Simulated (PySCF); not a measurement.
Geometries of 2 isomers of C8H6O2, from PySCF, PBE0-D3(BJ)/def2-SVP geometry optimisation, gas phase. One conformer each, no zero-point energy, no frequencies.

Task: Which is lower in electronic energy at this level?
A.
```xyz
16
angstrom
O      1.929   -2.420   -0.550
C      1.627   -1.308   -0.234
O      2.542   -0.361    0.113
C      1.928    0.875    0.437
C      0.456    0.640    0.274
C     -0.646    1.469    0.454
C     -1.911    0.931    0.214
C     -2.073   -0.400   -0.195
C     -0.966   -1.226   -0.373
C      0.290   -0.679   -0.131
H      2.202    1.154    1.468
H      2.310    1.656   -0.241
H     -0.535    2.509    0.772
H     -2.794    1.559    0.347
H     -3.078   -0.789   -0.373
H     -1.062   -2.266   -0.691
```
B.
```xyz
16
angstrom
C      2.826    0.738   -0.122
C      2.763   -0.602    0.121
O      1.478   -1.007    0.195
C      0.696    0.078   -0.001
C     -0.727   -0.123    0.038
C     -1.505   -1.234    0.240
C     -2.857   -0.783    0.160
C     -2.794    0.557   -0.083
O     -1.509    0.962   -0.157
C      1.475    1.190   -0.202
H      3.729    1.335   -0.230
H      3.516   -1.373    0.261
H     -1.143   -2.242    0.423
H     -3.760   -1.380    0.268
H     -3.547    1.327   -0.223
H      1.112    2.198   -0.384
```

Result: A. That is phthalide (`O=C1OCc2ccccc21`), 38.3 kcal/mol below the other.

| SMILES | atoms numbered as above | E (Eh) | relative (kcal/mol) | relative (kJ/mol) | dipole (D) |
| --- | --- | --- | --- | --- | --- |
| O=C1OCc2ccccc21 | [O:1]=[C:2]1[O:3][CH2:4][c:5]2[cH:6][cH:7][cH:8][cH:9][c:10]21 | -458.09124 | 0.0 | 0.0 | 4.97 |
| c1coc(-c2ccco2)c1 | [cH:1]1[cH:2][o:3][c:4](-[c:5]2[cH:6][cH:7][cH:8][o:9]2)[cH:10]1 | -458.03014 | 38.3 | 160.4 | 0.00 |

As drawn, the lower has a C=O bond and a C(=O)–O unit, which the higher lacks.
